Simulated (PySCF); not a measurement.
Molfile (atoms numbered from 1):
```
C6H15AlO
     RDKit          3D

 23 23  0  0  0  0  0  0  0  0999 V2000
   -1.7158   -1.1737    0.9795 C   0  0  0  0  0  0  0  0  0  0  0  0
   -1.6384   -0.3799   -0.1966 O   0  0  0  0  0  0  0  0  0  0  0  0
   -2.8132    1.2249   -0.3415 Al  0  0  0  0  0  4  0  0  0  0  0  0
   -0.3956   -0.4215   -0.9079 C   0  0  0  0  0  0  0  0  0  0  0  0
    0.7319    0.3118   -0.2251 C   0  0  0  0  0  0  0  0  0  0  0  0
    1.4987   -0.3215    0.9577 C   0  0  0  0  0  0  0  0  0  0  0  0
    2.8038    0.2224    0.3497 C   0  0  0  0  0  0  0  0  0  0  0  0
    2.0680    0.3770   -0.9944 C   0  0  0  0  0  0  0  0  0  0  0  0
   -1.3487   -2.1880    0.7602 H   0  0  0  0  0  0  0  0  0  0  0  0
   -1.1284   -0.7301    1.7970 H   0  0  0  0  0  0  0  0  0  0  0  0
   -2.7740   -1.2151    1.2659 H   0  0  0  0  0  0  0  0  0  0  0  0
   -2.5927    1.5423   -1.8988 H   0  0  0  0  0  0  0  0  0  0  0  0
   -4.1884    0.5490    0.1356 H   0  0  0  0  0  0  0  0  0  0  0  0
   -2.1048    2.2193    0.7064 H   0  0  0  0  0  0  0  0  0  0  0  0
   -0.6139    0.0404   -1.8818 H   0  0  0  0  0  0  0  0  0  0  0  0
   -0.1408   -1.4832   -1.0760 H   0  0  0  0  0  0  0  0  0  0  0  0
    0.3898    1.3271    0.0353 H   0  0  0  0  0  0  0  0  0  0  0  0
    1.2297   -0.0014    1.9755 H   0  0  0  0  0  0  0  0  0  0  0  0
    1.4609   -1.4229    0.9164 H   0  0  0  0  0  0  0  0  0  0  0  0
    3.0727    1.1999    0.7775 H   0  0  0  0  0  0  0  0  0  0  0  0
    3.6931   -0.4239    0.3772 H   0  0  0  0  0  0  0  0  0  0  0  0
    2.2626    1.2739   -1.6005 H   0  0  0  0  0  0  0  0  0  0  0  0
    2.2041   -0.5109   -1.6340 H   0  0  0  0  0  0  0  0  0  0  0  0
  1  2  1  0
  2  3  1  0
  2  4  1  0
  4  5  1  0
  5  6  1  0
  6  7  1  0
  7  8  1  0
  8  5  1  0
  1  9  1  0
  1 10  1  0
  1 11  1  0
  3 12  1  0
  3 13  1  0
  3 14  1  0
  4 15  1  0
  4 16  1  0
  5 17  1  0
  6 18  1  0
  6 19  1  0
  7 20  1  0
  7 21  1  0
  8 22  1  0
  8 23  1  0
M  CHG  2   2   1   3  -1
M  END
```

Geometry: PBE0-D3(BJ)/def2-SVP; GIAO shifts from PySCF 2.14, gas phase, non-relativistic, averaged over equivalent atoms.

At CAM-B3LYP/pcSseg-1 (218 basis functions, 96 s wall time on 1 thread of an Arm Neoverse N1, shared host):
| atoms | δ (ppm) |
| --- | --- |
| C4 | 83.4 |
| C1 | 61.7 |
| C5 | 34.2 |
| C6/C8 | 28.6 |
| C7 | 20.1 |
| O2 | 27.6 |
| Al3 | 85.4 |
| H12/H13/H14 | 4.06 |
| H15/H16 | 3.67 |
| H9/H10/H11 | 3.62 |
| H17 | 2.99 |
| H20 | 2.00 |
| H18/H22 | 1.99 |
| H21 | 1.70 |
| H19/H23 | 1.47 |

Shifts are taken against calculated references (same method and geometry level): TMS for 13C (182.45 ppm), 1H (31.33 ppm); 17O (338.55 ppm) against H2O; 27Al (485.84 ppm) vs AlH4-.

What do these become at PBE0/pcSseg-1?

## Answers


```csv
atoms,δ at PBE0/pcSseg-1,change
C4,82.8,-0.6
C1,61.6,-0.1
C5,34.0,-0.2
C6/C8,28.8,+0.2
C7,20.8,+0.7
O2,27.3,-0.3
Al3,85.5,+0.1
H12/H13/H14,4.19,+0.13
H15/H16,3.68,+0.01
H9/H10/H11,3.60,-0.02
H17,3.06,+0.07
H20,2.04,+0.04
H18/H22,2.00,+0.01
H21,1.71,+0.01
H19/H23,1.50,+0.03
```

Shifts are taken against calculated references (same method and geometry level): TMS for 13C (184.41 ppm), 1H (31.27 ppm); 17O (334.56 ppm) against H2O; AlH4- for 27Al (489.28 ppm).

The largest change is at C4 (sp3 CH2 bonded to O). Cost: 218 basis functions, 84 s wall time on 1 thread of an Arm Neoverse N1, shared host. The order of the carbon signals is the same at both levels.

Experimental scales use liquid or dissolved standards, which lie at an offset from isolated H2O (liquid H2O: subtract about 36 ppm).
